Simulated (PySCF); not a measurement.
# TiCl: one state, many levels of theory

State: quartet, unpaired electrons σ ↑, π ↑, δ ↑, a mixture of terms (⟨Lz²⟩ = 4.8). Set-up: PySCF, spin-free X2C with a Gaussian nucleus, basis sets Ti x2c-TZVPPall, Cl x2c-TZVPPall. De refers to Ti (3d2 4s2) + Cl in their high-spin ground configurations, without counterpoise correction. The functionals are run spin-unrestricted. A positive dipole means Ti(−)Cl(+).

```tsv
Level	Re (Å)	ωe (cm⁻¹)	De (eV)	μ (D)	CPU s a point (SCF and correlation, without the integrals)
UHF	2.367	375	n/a	-3.69	6.1
UHF-MP2	2.278	398	n/a	n/a	9.6
UHF-SCS-MP2	2.301	391	n/a	n/a	n/a
UHF-CCSD	2.288	399	4.00	n/a	n/a
UHF-CCSD(T)	2.277	402	4.07	n/a	290
PBE	2.240	408	n/a	-3.24	2.4
PW91	2.238	409	n/a	-3.25	4.7
BLYP	2.265	396	n/a	-3.32	1.5
BP86	2.242	407	n/a	-3.26	3.7
r²SCAN	2.248	411	n/a	-3.46	9.7
r²SCANh	2.254	410	n/a	-3.61	5.3
PBE0	2.255	408	n/a	-3.66	5.6
HSE06	2.255	408	n/a	-3.66	5.9
```

The bond length runs from 2.238 Å (PW91) to 2.367 Å (UHF).

Correlated steps freeze 10 core orbitals. De is left out where the level can put another filling of the metal’s s and d shells below the measured ground configuration, by anything from nothing to about 1 eV. With d or f electrons several states lie close, and the lowest PBE0 determinant need not be the measured ground state.

The whole job (state search and all levels along the bond) took about 26 min on 2 threads of Arm Neoverse V1 (shared host), peak memory 5.4 GiB.
